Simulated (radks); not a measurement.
All-electron atom: Yb III in [Kr] 4d10 4f14 5s2 5p5 5f1 (not the ground configuration). Calculated with a radial shooting solver on a logarithmic mesh with Libxc functionals: Dirac Kohn-Sham, OLYP, spin-unpolarised, spherical densities, point nucleus; open shells fill j = l - 1/2 first.

X-ray form factor f0, the Fourier transform of the density (f0(0) = 68):

sin(theta)/lambda (1/angstrom),f0 (electrons)
0.05,66.910
0.1,64.761
0.15,62.209
0.2,59.174
0.25,55.832
0.3,52.437
0.4,46.073
0.5,40.602
0.6,35.992
0.8,28.730
1,23.500
1.25,19.210
1.5,16.554
2,13.058
